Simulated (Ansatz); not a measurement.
CH8O4Si2 (`C[SiH](O)O[SiH](O)O`), relaxed with RKS PBE0-D4/def2-TZVP in the Gaussian-basis code of Ansatz from a GFN2-xTB geometry. The force threshold is 0.005 eV/Å; the program also tests the step.

Charge 0, multiplicity 1.

Start:

```xyz
15

C     1.472   -0.801    2.005
Si    0.106    0.263    1.250
O     0.724    1.692    0.796
O    -0.508   -0.507   -0.063
Si   -0.679   -0.227   -1.637
O    -0.447    1.364   -1.904
O    -2.188   -0.561   -2.135
H     1.902   -0.301    2.866
H     2.274   -0.991    1.297
H     1.088   -1.760    2.338
H    -1.057    0.448    2.116
H     0.461    2.012   -0.068
H     0.315   -1.019   -2.341
H    -0.858    1.754   -2.670
H    -2.606   -1.366   -1.850
```

Problem. How much energy does the relaxation release, and in how many steps? (An estimate is asked.)

Solution. The calculation gave: 2.06 kcal/mol, in 13 steps, 2 of them rejected.

Problem. Which bonds change most? (Estimate.)

Solution. Computed: C1–Si2 from 1.889 to 1.846 Å; Si2–H11 from 1.462 to 1.487 Å; Si5–H13 from 1.453 to 1.477 Å; Si2–O3 from 1.623 to 1.638 Å.

Problem. Give the relaxed structure. (An estimate is asked.)

Solution. The calculation gave: 
```xyz
15

C     1.448   -0.771    2.135
Si    0.234    0.215    1.154
O     0.932    1.636    0.733
O    -0.183   -0.616   -0.213
Si   -0.699   -0.250   -1.700
O    -0.496    1.371   -1.880
O    -2.294   -0.523   -1.935
H     1.739   -0.228    3.038
H     2.349   -0.967    1.548
H     1.015   -1.728    2.437
H    -1.022    0.444    1.917
H     0.557    2.055   -0.049
H     0.097   -1.029   -2.670
H    -1.079    1.816   -2.497
H    -2.597   -1.427   -2.018
```
